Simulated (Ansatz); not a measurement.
**Ligand exchange: C2H5ClSi + C2H2F4 → C2H6Si + C2HClF4**

Species: C2H5ClSi `C=C[SiH2]Cl`, singlet; C2H2F4 (norflurane) `FCC(F)(F)F`, singlet; C2H6Si (vinylsilane) `C=C[SiH3]`, singlet; C2HClF4 `FC(Cl)C(F)(F)F`, singlet. The partners trade Cl for H: Si–Cl and C–H bonds give way to Si–H and C–Cl.

Shapes, held fixed at every level: PBE0-D4/def2-TZVP. Flexible molecules stand in one conformer, not always the lowest. Programs: Ansatz 0.2.0. The zero-point and thermal change to 298 K, harmonic and unscaled (PBE0-D4/def2-TZVP), is -9.9 kJ/mol.

```json
{"level": "HF/def2-SVP", "kind": "Hartree–Fock", "ΔH(298 K) (kJ/mol)": "+173.6", "less CCSD(T)/CBS estimate": "+11.7"}
{"level": "SPW92/def2-TZVPP", "kind": "LDA", "ΔH(298 K) (kJ/mol)": "+141.6", "less CCSD(T)/CBS estimate": "-20.3"}
{"level": "wB97M-V/def2-TZVPP", "kind": "range-separated hybrid", "ΔH(298 K) (kJ/mol)": "+158.3", "less CCSD(T)/CBS estimate": "-3.6"}
{"level": "wB97X-V/def2-TZVPP", "kind": "range-separated hybrid", "ΔH(298 K) (kJ/mol)": "+156.3", "less CCSD(T)/CBS estimate": "-5.6"}
{"level": "MP2/def2-TZVPP", "kind": "perturbation theory", "ΔH(298 K) (kJ/mol)": "+164.0", "less CCSD(T)/CBS estimate": "+2.1"}
{"level": "CCSD/def2-SVP", "kind": "coupled cluster or CI", "ΔH(298 K) (kJ/mol)": "+149.9", "less CCSD(T)/CBS estimate": "-12.0"}
{"level": "CCSD/def2-TZVPP", "kind": "coupled cluster or CI", "ΔH(298 K) (kJ/mol)": "+161.3", "less CCSD(T)/CBS estimate": "-0.6"}
{"level": "CCSD(T)/CBS estimate", "kind": "coupled cluster or CI", "ΔH(298 K) (kJ/mol)": "+161.9", "less CCSD(T)/CBS estimate": "0.0"}
```

The highest level, CCSD(T)/CBS estimate, gives ΔH(298 K) = +161.9 kJ/mol; the levels span +141.6 to +173.6. The column of differences is taken from that level and isn't an error. No measured value is set beside it here. The CBS estimate extrapolates MP2 from def2-TZVPP and def2-QZVPP and adds CCSD(T) − MP2 in the triple-zeta set, cores frozen.
